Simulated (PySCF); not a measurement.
# Pb²⁺: ionisation energy

Pb²⁺ [Xe] 4f14 5d10 6s2 (1S) → Pb³⁺ [Xe] 4f14 5d10 6s1 (2S), as a difference of total energies. Calculation: PySCF 2.14, in aug-cc-pVDZ-PP with ECP60MDF (5s4p3d, 32 functions); a scalar-relativistic core potential. Correlated levels: valence: 5s2 5p6 5d10 frozen. The calculations carry no spin-orbit coupling.

Problem. Order these methods by the ionisation energy they give, lowest first.
A. UHF
B. SCS-MP2 (valence)
C. CCSD (valence)
D. MP2 (valence)

Solution. A (29.775 eV), D (30.252 eV), B (30.347 eV), C (30.459 eV).

Errors of the correlated levels include the incompleteness of this basis and the frozen core.

With two correlated electrons CCSD is exact in that space.

For comparison: 31.937 eV (measured; NIST Atomic Spectra Database, ionization energies).
